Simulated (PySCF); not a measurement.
GaHI₂, SMILES [I][GaH][I]. Atoms are numbered in the order given.

```xyz
4

Ga     0.0000     0.0000    -0.9859
H      0.0000     0.0000    -2.5535
I      0.0000    -2.1367     0.3124
I      0.0000     2.1367     0.3124
```

Geometry: PBE-D3(BJ)/def2-SVP. The def2 effective core potentials stand for the cores of I; spin–orbit coupling is left out.

All values below come from PBE/def2-TZVPD in PySCF.

Symmetry labels are those of the subgroup C2v that the program uses (full group C2v).

Computed valence orbital energies around the gap with their symmetry:
```csv
orbital,symmetry,energy (eV)
HOMO−7,B2,-17.32
HOMO−6,A1,-11.45
HOMO−5,A1,-8.46
HOMO−4,B2,-8.20
HOMO−3,B1,-7.24
HOMO−2,A2,-6.82
HOMO−1,A1,-6.79
HOMO,B2,-6.60
LUMO,B1,-2.81
LUMO+1,A1,-2.61
LUMO+2,B2,-0.62
LUMO+3,A1,-0.40
```
